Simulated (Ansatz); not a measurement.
`CB(N)F` + H₂Te → `NB(F)[TeH]` + CH₄ at 400 K and 1 bar (ligand exchange at a B–C bond).

Computed with Ansatz on PBE0-D4/def2-TZVP structures; ΔE is electronic, products minus reactants. CCSD(T)/CBS is the MP2 limit (def2-TZVPP, def2-QZVPP) plus CCSD(T) − MP2 in def2-TZVPP, frozen cores. This one scheme is used for every species. def2 core potentials past Kr. For Te outer-core shells are correlated without core-valence functions, which leaves a few kJ/mol of doubt a bond. One conformer a species, not always the lowest.

| species | CCSD(T)/CBS energy (Eh) | H − E (kJ/mol) | S (J/(mol·K)) |
| --- | --- | --- | --- |
| `CB(N)F` | -220.47660 | 211.4 | 322.7 |
| H₂Te | -268.91024 | 45.0 | 239.1 |
| `NB(F)[TeH]` | -448.93912 | 133.7 | 349.3 |
| CH₄ | -40.46206 | 131.3 | 197.2 |

H − E and S are ideal-gas, rigid-rotor, harmonic terms from PBE0-D4/def2-TZVP, for one conformer and one mirror image of each species. 1 Eh = 2625.50 kJ/mol, R = 8.31446 J/(mol·K).

**Question.** By hand: ΔE, ΔH, ΔS and ΔG.

**Answer.** ΔE = (-448.93912) + (-40.46206) − (-220.47660) − (-268.91024) = -0.01434 Eh = -37.6 kJ/mol. Δ(H − E) = 133.7 + 131.3 − 211.4 − 45.0 = 8.6, so ΔH = -29.0 kJ/mol. ΔS = 349.3 + 197.2 − 322.7 − 239.1 = -15.3 J/(mol·K). ΔG = -29.0 − 400 × (-15.3)/1000 = -22.9 kJ/mol.

**Question.** By hand: the equilibrium constant, and the temperature at which ΔG would vanish if ΔH and ΔS stayed fixed.

**Answer.** log₁₀ K = −ΔG/(RT ln 10) = 3.0. ΔG = 0 at ΔH/ΔS = 1895 K, though so small a ΔS makes that figure unsure.

ΔH outweighs TΔS. A doubt of 5 kJ/mol in ΔE shifts log₁₀ K by 0.7 here. Other conformers and mirror images would add mixing entropy, several J/(mol·K) or more a flexible species. These are equilibria of isolated gas molecules and say nothing of rates. Largest T1 diagnostic: 0.012 (customary marks: 0.02 for closed shells, 0.045 for open ones).
